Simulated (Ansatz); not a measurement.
## Ligand exchange: AuBr + C2H4S → AuSH + C2H3Br

Species: AuBr (bromogold), singlet; C2H4S `C=CS`, singlet; AuSH `[SH][Au]`, singlet; C2H3Br (vinyl bromide) `C=CBr`, singlet. The partners trade Br for SH: Au–Br and C–SH bonds give way to Au–SH and C–Br.

Shapes, held fixed at every level: PBE0-D4/def2-TZVP. Flexible molecules stand in one conformer, not always the lowest. Programs: Ansatz 0.2.0. Electronic energies: no zero-point or thermal term.

```json
{"level": "r2SCAN-D4/def2-TZVPP", "kind": "meta-GGA", "ΔE (kJ/mol)": "+22.7", "less CCSD(T)/def2-TZVPP": "+0.4"}
{"level": "B3LYP-D4/def2-TZVPP", "kind": "global hybrid", "ΔE (kJ/mol)": "+28.2", "less CCSD(T)/def2-TZVPP": "+5.9"}
{"level": "wB97X-V/def2-TZVPP", "kind": "range-separated hybrid", "ΔE (kJ/mol)": "+36.5", "less CCSD(T)/def2-TZVPP": "+14.2"}
{"level": "B2PLYP/def2-TZVPP", "kind": "double hybrid", "ΔE (kJ/mol)": "+24.7", "less CCSD(T)/def2-TZVPP": "+2.4"}
{"level": "MP2/def2-TZVPP", "kind": "perturbation theory", "ΔE (kJ/mol)": "+11.5", "less CCSD(T)/def2-TZVPP": "-10.8"}
{"level": "CCSD/def2-TZVPP", "kind": "coupled cluster or CI", "ΔE (kJ/mol)": "+27.5", "less CCSD(T)/def2-TZVPP": "+5.2"}
{"level": "CCSD(T)/def2-TZVPP", "kind": "coupled cluster or CI", "ΔE (kJ/mol)": "+22.3", "less CCSD(T)/def2-TZVPP": "0.0"}
```

The highest level, CCSD(T)/def2-TZVPP, gives ΔE = +22.3 kJ/mol; the levels span +11.5 to +36.5. The column of differences is taken from that level and isn't an error. No measured value is set beside it here. T1 is large for AuBr (0.022), AuSH (0.025), so single-reference values are less sure there. For atoms past krypton def2 sets carry core potentials with scalar relativity. Relativity is left out for Br. Outer-core shells of Au, Br are correlated in most correlated rows, in sets that cover them unevenly.
